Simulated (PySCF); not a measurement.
Mg(Br)(SMe) (CH3BrMgS), SMILES [Mg]([Br])[S]C.

Coordinates come from a PBE0-D3(BJ)/def2-SVP optimisation. The structure was generated by enumeration; whether it is a known compound was not checked. Other conformers were not sampled.

Computed with PySCF 2.14.0 with TDA-B3LYP/def2-SVPD.

Vertical excitations. Isolated molecule, no solvent. State labels are in the subgroup Cs.

Computed excitation energies, oscillator strengths and character:
| state | symmetry | energy (eV) | λ (nm) | f | main pairs |
|---|---|---|---|---|---|
| S1 | A" | 3.75 | 330 | 0.019 | HOMO→LUMO 99 % |
| S2 | A" | 4.46 | 278 | 0.001 | HOMO→LUMO+1 99 % |
| S3 | A' | 4.88 | 254 | 0.054 | HOMO−1→LUMO 61 %, HOMO→LUMO+2 37 % |
| S4 | A' | 5.21 | 238 | 0.034 | HOMO−3→LUMO 98 % |
| S5 | A" | 5.21 | 238 | 0.039 | HOMO−2→LUMO 99 % |
| S6 | A' | 5.47 | 227 | 0.107 | HOMO−1→LUMO+1 67 %, HOMO→LUMO+2 18 %, HOMO−1→LUMO 11 % |
| S7 | A' | 5.65 | 220 | 0.234 | HOMO→LUMO+2 40 %, HOMO−1→LUMO+1 30 %, HOMO−1→LUMO 22 % |
| S8 | A" | 6.02 | 206 | 0.003 | HOMO−1→LUMO+2 82 %, HOMO→LUMO+3 14 % |
| S9 | A" | 6.03 | 206 | 0.000 | HOMO−2→LUMO+1 98 % |
| S10 | A' | 6.14 | 202 | 0.019 | HOMO−3→LUMO+1 84 % |
| T1 | A" | 3.50 | 354 | 0 | HOMO→LUMO 98 % |
| T2 | A" | 4.25 | 292 | 0 | HOMO→LUMO+1 96 % |
| T3 | A' | 4.32 | 287 | 0 | HOMO−1→LUMO 94 % |
| T4 | A' | 4.80 | 258 | 0 | HOMO→LUMO+2 93 % |
Triplets are in the Tamm–Dancoff approximation.
